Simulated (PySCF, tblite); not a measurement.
Isomers of C5H8FP, one GFN2-xTB conformer each. Single-point energies are computed at PBE0/pcSseg-1 (PySCF, gas phase, no added dispersion term), electronic only.

Problem. Rank them by PBE0/pcSseg-1 energy, lowest first (kcal/mol).
A. `[CH3:1][C:2]1=[C:3]([F:4])[CH2:5][CH2:6][PH:7]1` with C2–C3–C5–C6 -17°, C3–C5–C6–P7 24°, C5–C6–P7–C2 -20°, C1–C2–P7–C6 -168°
B. `[CH2:1]=[CH:2][CH2:3]/[P:4]=[C:5](/[CH3:6])[F:7]` with C1–C2–C3–P4 -114°, C2–C3–P4–C5 79°

Solution. A (0.0), B (26.7).

GFN2-xTB itself gives, in the same order: 0.0, 33.5. Both levels put the same isomer lowest.

Problem. Which frontier levels, dipoles and rotational constants go with these structures?

Solution. 
| SMILES | HOMO (eV, PBE0/pcSseg-1) | LUMO (eV) | dipole (D) | A, B, C (MHz) |
| --- | --- | --- | --- | --- |
| CC1=C(F)CCP1 | -6.62 | 0.27 | 1.09 | 2912, 2158, 1292 |
| C=CC/P=C(/C)F | -6.79 | -1.30 | 0.88 | 3485, 1520, 1175 |

Problem. What happens when harmonic zero-point energies from GFN2-xTB frequencies are added?

Solution. 
| SMILES | ZPE (kcal/mol) | electronic (kcal/mol) | with ZPE (kcal/mol) |
| --- | --- | --- | --- |
| CC1=C(F)CCP1 | 72.4 | 0.0 | 0.0 |
| C=CC/P=C(/C)F | 72.0 | 26.7 | 26.3 |

The zero-point energies span 0.4 kcal/mol. The order is unchanged.
